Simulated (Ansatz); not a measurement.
Stepwise reaction of `N=C[SiH3]` with ammonia, as a gas-phase model of exchange steps in deposition or etching. ΔE in kJ/mol.

Computed with Ansatz on PBE0-D4/def2-TZVP structures; ΔE is electronic, products minus reactants. CCSD(T)/CBS adds triple-zeta CCSD(T) − MP2 to the extrapolated MP2 energy (def2 sets, frozen cores). This one scheme is used for every species. DFT in def2-TZVPP. B3LYP here is the variant with VWN-RPA as its local correlation; programs differ in this. One conformer a species, not always the lowest.

```csv
step,reaction,PBE-D4,B3LYP-D4,ωB97M-V,CCSD(T)/CBS
2,`N=C[SiH2]N` + NH₃ → `N=C[SiH](N)N` + H₂,-46.9,-50.5,-51.8,-51.5
```

Q: Give the row of step 1, `N=C[SiH3]` + NH₃ → `N=C[SiH2]N` + H₂. (Best estimate.)

A: Computed: 
```csv
step,reaction,PBE-D4,B3LYP-D4,ωB97M-V,CCSD(T)/CBS
1,`N=C[SiH3]` + NH₃ → `N=C[SiH2]N` + H₂,-27.8,-30.6,-31.7,-30.6
```

Q: By hand: ΔE of the 2 steps together at CCSD(T)/CBS.

A: (-30.6) + (-51.5) = -82.1 kJ/mol, or -41.0 kJ/mol a step.

In ΔE each step is lower than the one before. All are downhill at CCSD(T)/CBS. PBE-D4 differs from CCSD(T)/CBS by 2.8 to 4.6 kJ/mol a step. Isolated molecules leave out the surface, adducts and barriers. Largest T1 diagnostic: 0.012.
